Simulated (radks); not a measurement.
S III, 14 electrons, occupied as [Ne] 3s2 3p2.

All-electron calculation, non-relativistic Kohn-Sham, PBEsol, spin-polarised, spherical densities, point nucleus; open shells are filled with parallel spins first. Program: a radial shooting solver on a logarithmic mesh with Libxc functionals.

Energy parts (eV):
total: -10777.798
kinetic: 10763.426
electron-nucleus: -25326.624
Hartree: 4440.785
exchange-correlation: -655.385

Orbitals (lengths in bohr, moments of r in powers of bohr):
\begin{tabular}{lrrrr}
orbital & occ. & eigenvalue (eV) & <1/r> & <r^4> \\ \hline
1s up & 1 & -2419.792 & 15.54 & 0.0004192 \\
1s down & 1 & -2419.436 & 15.54 & 0.0004191 \\
2s up & 1 & -235.6420 & 3.045 & 0.1380 \\
2s down & 1 & -235.2830 & 3.045 & 0.1370 \\
2p up & 3 & -182.1201 & 2.954 & 0.1297 \\
2p down & 3 & -181.6290 & 2.954 & 0.1284 \\
3s up & 1 & -40.2405 & 0.8700 & 12.89 \\
3s down & 1 & -37.5112 & 0.8693 & 13.45 \\
3p up & 2 & -28.9522 & 0.7680 & 21.15 \\
3p down & 0 & -26.3269 & 0.7600 & 23.25 \\
\end{tabular}

The highest occupied level is 3p up at -28.952 eV. Virial ratio -V/T = 2.00134. The spin density at the nucleus is -0.2153 e/bohr^3 (1s -0.2273, 2s 0.0546, 3s -0.0426), a Fermi contact field of -11.3 T. The electron density at the nucleus is 2669 e/bohr^3.
